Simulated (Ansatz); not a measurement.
Calculated with Ansatz (gas phase, PBE0-D4/def2-TZVP geometries, no zero-point term in ΔE). CCSD(T)/CBS adds triple-zeta CCSD(T) − MP2 to the extrapolated MP2 energy (def2 sets, frozen cores). DFT in def2-TZVPP. B3LYP here is the variant with VWN-RPA as its local correlation; programs differ in this. For Ga, Ge outer-core shells are correlated without core-valence functions, which leaves a few kJ/mol of doubt a bond. Scalar relativity is left out up to krypton. One conformer a species, not always the lowest.

`[NH2][Ga]([Cl])[O][SiH3]` + `BO[SiH2][GeH3]` → `B[O][Ga]([Cl])[O][SiH3]` + `N[SiH2][GeH3]`  (redistribution)

```
             level  ΔE (kcal/mol)  difference from CCSD(T)/CBS
            PBE-D4            7.9                         -1.6
         r2SCAN-D4            8.5                         -1.0
           PBE0-D4            8.2                         -1.3
          B3LYP-D4            8.7                         -0.8
           ωB97X-V            8.5                         -1.0
           ωB97M-V            8.6                         -0.9
            B2PLYP            8.5                         -1.0
               PBE            8.0                         -1.5
            r2SCAN            8.5                         -1.0
              PBE0            8.2                         -1.3
             B3LYP            8.7                         -0.8
     HF/def2-TZVPP            8.8                         -0.7
    MP2/def2-TZVPP            8.3                         -1.2
SCS-MP2/def2-TZVPP            8.3                         -1.2
   CCSD/def2-TZVPP            8.3                         -1.2
CCSD(T)/def2-TZVPP            8.1                         -1.4
     HF/def2-QZVPP            8.8                         -0.7
    MP2/def2-QZVPP            9.1                         -0.4
SCS-MP2/def2-QZVPP            9.0                         -0.5
      HF/CBS(def2)            8.8                         -0.7
     MP2/CBS(def2)            9.7                          0.2
    CCSD/CBS(def2)            9.7                          0.2
       CCSD(T)/CBS            9.5                            0
```

Largest T1 diagnostic among the species: 0.014.
